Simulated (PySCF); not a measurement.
An unknown is described by computed data only.

Elements present: C, H and Si. Monoisotopic mass: 97.0468 u (electron mass counted); charge +1.

* NMR, other nuclei: isotropic shieldings of nuclei other than C and H, by class: -66 (1 Si) ppm [GIAO PBE0/pcSseg-1]
* 1H NMR: chemical shifts (computed TMS as zero) by class: 3.70 (2 H), 2.47 (1 H), 2.46 (6 H) ppm [GIAO PBE0/pcSseg-1]
* 13C NMR: chemical shifts (computed TMS as zero) by class: 90.2 (1 C), 68.7 (1 C), 28.3 (1 C), 18.4 (2 C) ppm [GIAO PBE0/pcSseg-1]
* Polarisability: 77.9 au [PBE0/def2-SVPD]
* Rotational structure: rotational constants A, B, C: 4.896, 1.654, 1.304 GHz [GFN2-xTB]
* UV, first state: lowest singlet excitation: 3.04 eV (408 nm, f = 0.005) [TDDFT PBE0/def2-SVPD]

Electronic properties: PySCF, gas phase, density fitting. Levels stand in brackets. Geometry: GFN2-xTB, one conformer, isolated ion. NMR classes are plain means over equivalent atoms (diastereotopic ones count apart unless rotation or inversion swaps them), as if these changed places fast.

Q: Which formula fits the mass and the elements?

A: C5H9Si (calculated 97.0468). No other formula that holds each of these elements comes within 0.0003 u with a fitting electron parity and a possible valence count.

Q: What is the compound? Reason from the data.

A: Numbering: `[CH:1]#[C:2][CH2:3][Si+:4]([CH3:5])[CH3:6]`. 5 carbons fall into 4 classes; from least to most shielded: terminal alkyne carbon [C1] (90.2 ppm), alkyne carbon [C2] (68.7 ppm), sp3 carbon bound to silicon [C3] (28.3 ppm), Si-methyl carbon [C5/C6] (18.4 ppm, 2 C). Hydrogen classes from least to most shielded: 2 H on an sp3 carbon bound to silicon, C3 (3.70 ppm), 1 H on a terminal alkyne carbon, C1 (2.47 ppm), 6 H on 2 Si-methyl carbons, C5/C6 (2.46 ppm, a mean of values up to 0.8 ppm apart in this geometry). The other shieldings belong to: -66 ppm, silicon bonded to 3 C [Si4]. S1 is mainly HOMO→LUMO (weight 0.98); the largest Löwdin shares of the orbital it empties are 0.40 on the terminal alkyne carbon, 0.39 on the alkyne carbon, 0.08 on the sp3 carbon bound to silicon and 0.04 on the silicon bonded to 3 C, of the orbital it fills 0.53 on the silicon bonded to 3 C, 0.12 on an Si-methyl carbon, 0.11 on an Si-methyl carbon and 0.11 on the sp3 carbon bound to silicon. The optimised geometry has point group C1 and is an asymmetric top. Structure: `C#CC[Si+](C)C`. The assignments are read from this structure; whether some other isomer fits the data as well wasn't checked.

Conformer computed: `[CH:1]#[C:2][CH2:3][Si+:4]([CH3:5])[CH3:6]`: C2–C3–Si4–C5 28°.
